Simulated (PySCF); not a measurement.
# Correlation energy of Br(3+) (bromine, charge +3)

[Ar] 3d10 4s2 4p2, high-spin 3P determinant. All numbers are calculated (PySCF 2.14, scalar relativity through the core potential, in aug-cc-pwCVTZ-PP with ECP10MDF (8s7p6d4f1g, 96 functions)). Frozen: 3s2 3p6 3d10; 4 electrons correlated.

| level | correlation energy (mhartree) |
| --- | --- |
| CCSD | -78.37 |
| (T) | -1.51 |
| CCSD(T) | -79.88 |

Diagnostics: T1 = 0.0058, D1 = 0.0151, largest double amplitude 0.090.

Cost of the coupled-cluster step: about 30 core-seconds, for 4 correlated electrons.
